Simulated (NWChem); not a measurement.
System meant: TeCl$_{2}$; SMILES [Te](Cl)Cl

Here is an NWChem input.

```
start job
memory heap 200 mb stack 900 mb global 1100 mb
geometry units angstroms noautoz
  Te     0.000000     0.000000     0.587564
  Cl    -1.810143     0.000000    -0.926351
  Cl     1.810143     0.000000    -0.926351
end
basis spherical
  * library def2-svp
end
dft
  xc pbe0
  iterations 150
  mulliken
end
task dft energy
```

End of the output:

```
             Grid Information
             ----------------
          Grid used for XC integration:  medium
          Radial quadrature: Mura-Knowles
          Angular quadrature: Lebedev.
          Tag              B.-S. Rad. Rad. Pts. Rad. Cut. Ang. Pts.
          ---              ---------- --------- --------- ---------
          Te                  1.40      123           8.0       590
          Cl                  1.00       88          10.0       590
          Grid pruning is: on
          Number of quadrature shells:   211
          Spatial weights used:  Erf1

          Convergence Information
          -----------------------
          Convergence aids based upon iterative change in
          total energy or number of iterations.
          Levelshifting, if invoked, occurs when the
          HOMO/LUMO gap drops below (HL_TOL):  1.00D-02
          DIIS, if invoked, will attempt to extrapolate
          using up to (NFOCK): 10 stored Fock matrices.

                    Damping( 0%)  Levelshifting(0.5)       DIIS
                  --------------- ------------------- ---------------
          dE  on:    start            ASAP                start
          dE off:    2 iters        150 iters           150 iters

      Screening Tolerance Information
      -------------------------------
          Density screening/tol_rho:  1.00D-10
          AO Gaussian exp screening on grid/accAOfunc:  14
          CD Gaussian exp screening on grid/accCDfunc:  20
          XC Gaussian exp screening on grid/accXCfunc:  20
          Schwarz screening/accCoul:  1.00D-08

      Superposition of Atomic Density Guess
      -------------------------------------

      charge =      52.0 Te (Tellurium)

      symmetry species            s     p     d     f
      number of basis functions =10     7     6
      number of cont. functions = 4     4     2
      number of closed shells   = 5     3     2
      number of open shells     = 0     1     0
      open shell occupation     = 0     4     0
 ------------------------------------------------------------------------
 atomscf:atomd: error in atom scf                   0
 ------------------------------------------------------------------------
 ------------------------------------------------------------------------
  current input line :
    16: task dft energy
 ------------------------------------------------------------------------
 ------------------------------------------------------------------------
 This error has not yet been assigned to a category
 ------------------------------------------------------------------------
 For more information see the NWChem manual at https://nwchemgit.github.io

0:atomscf:atomd: error in atom scf:Received an Error in Communication
```

Q: Find the fault in this run and fix the input.

A: The run crashed. Cause: the def2 basis of a heavy element holds valence functions alone and wants its effective core potential (without it all electrons must fit into that basis). This input runs:
```
start job
memory heap 200 mb stack 900 mb global 1100 mb
geometry units angstroms noautoz
  Te     0.000000     0.000000     0.587564
  Cl    -1.810143     0.000000    -0.926351
  Cl     1.810143     0.000000    -0.926351
end
basis spherical
  * library def2-svp
end
ecp
  Te library def2-ecp
end
dft
  xc pbe0
  iterations 150
  mulliken
end
task dft energy
```
It converges to -1187.85711 Ha (PBE0/def2-SVP with def2 effective core potentials on Te).
